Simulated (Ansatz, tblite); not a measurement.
Removing an electron: cyclo-(H2SiS)3 (Si3H6S3). Charge 0, multiplicity 1. Geometry: PBE-D4/def2-SVP. Ansatz, gas phase; energy differences of separate SCF runs; the oxidised species was run as a doublet alone.

Cartesian coordinates in Å:
```
Si 1.3877 1.0481 -0.7715
H 0.7420 2.2845 -0.2200
H 2.5039 1.3968 -1.7075
S -0.0585 -0.0882 -1.9246
Si -1.7810 0.1242 -0.6253
H -2.5159 1.4143 -0.8483
H -2.6620 -1.0406 -0.9731
S -1.2378 0.1617 1.4736
Si 0.4687 -1.1788 1.4232
H 0.1733 -2.3528 0.5380
H 0.7077 -1.6175 2.8353
S 2.2717 -0.1519 0.8002
```

The xTB rows come from tblite. Correlated methods freeze 30 core orbitals.

```tsv
level	−HOMO (eV)	vertical IE (eV)	−LUMO (eV)	HOMO–LUMO gap (eV)
GFN1-xTB	10.96	13.52	5.39	5.57
GFN2-xTB	10.72	13.09	6.50	4.22
HF/def2-SVP	–	8.77	–	–
PBE-D4/def2-TZVP	6.35	8.77	1.69	4.66
revPBE-D4/def2-TZVP	6.31	8.79	1.58	4.72
PBE0-D4/def2-TZVP	7.51	9.18	0.83	6.68
MP2/def2-SVP	–	9.48	–	–
CCSD/def2-SVP	–	9.26	–	–
CCSD(T)/def2-SVP	–	9.22	–	–
```

 Raw xTB energy differences between charge states are shifted by several eV; the methods need an empirical correction for them.
